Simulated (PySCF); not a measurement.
**Excitation energies in several basis sets**

Aluminum trichloride, AlCl₃.
Structure used (PBE0-D3(BJ)/def2-SVP), in Å, numbered top down from 1:
```xyz
4
AlCl3 angstrom
Cl     2.065   -0.291    0.015
Al     0.007   -0.002   -0.014
Cl    -0.760    1.928   -0.004
Cl    -1.291   -1.625   -0.043
```

TDDFT with PBE0 (PySCF), vertical singlets, core orbitals frozen in the response, spherical d and f functions. Geometry: PBE0-D3(BJ)/def2-SVP; no solvent, vibrations or thermal averaging.

Q: How do the low singlets change with the basis? Take 6-31G*, def2-SVP, 6-31+G*, def2-SVPD, aug-cc-pVDZ, def2-TZVP, def2-TZVPD and aug-cc-pVTZ.

A: 

| basis | functions | diffuse | S1 (eV) | S2 (eV) | S3 (eV) | S4 (eV) | S5 (eV) | LUMO (eV) | α (au) |
| --- | --- | --- | --- | --- | --- | --- | --- | --- | --- |
| 6-31G* | 72 | no | 6.50 | 6.70 | 6.93 | 6.94 | 7.16 | -1.50 | 46.4 |
| def2-SVP | 72 | no | 6.66 | 6.81 | 7.07 | 7.08 | 7.31 | -1.16 | 43.3 |
| 6-31+G* | 88 | yes | 6.40 | 6.66 | 6.83 | 6.83 | 7.07 | -1.71 | 51.8 |
| def2-SVPD | 105 | yes | 6.54 | 6.77 | 6.96 | 6.97 | 7.20 | -1.60 | 62.5 |
| aug-cc-pVDZ | 108 | yes | 6.49 | 6.68 | 6.88 | 6.88 | 7.11 | -1.60 | 62.2 |
| def2-TZVP | 148 | no | 6.63 | 6.79 | 7.03 | 7.03 | 7.25 | -1.33 | 56.0 |
| def2-TZVPD | 181 | yes | 6.52 | 6.75 | 6.92 | 6.92 | 7.15 | -1.54 | 63.4 |
| aug-cc-pVTZ | 200 | yes | 6.54 | 6.76 | 6.93 | 6.93 | 7.16 | -1.54 | 63.2 |

States are compared by their number. Against the largest diffuse basis here (aug-cc-pVTZ, itself not a converged limit), sets without diffuse functions differ by up to 0.12 eV in S1 and 0.14 eV in S5; the smaller diffuse sets differ by up to 0.13 and 0.09 eV. State by state, the largest deviation of a set without diffuse functions is S1 0.12, S2 0.06, S3 0.15, S4 0.15, S5 0.14 eV. The same number needn't mean the same state in each row. Against aug-cc-pVTZ the polarisability deviates by -27% in 6-31G*, -31% in def2-SVP, -18% in 6-31+G*, -1% in def2-SVPD, -2% in aug-cc-pVDZ, -11% in def2-TZVP, 0% in def2-TZVPD.
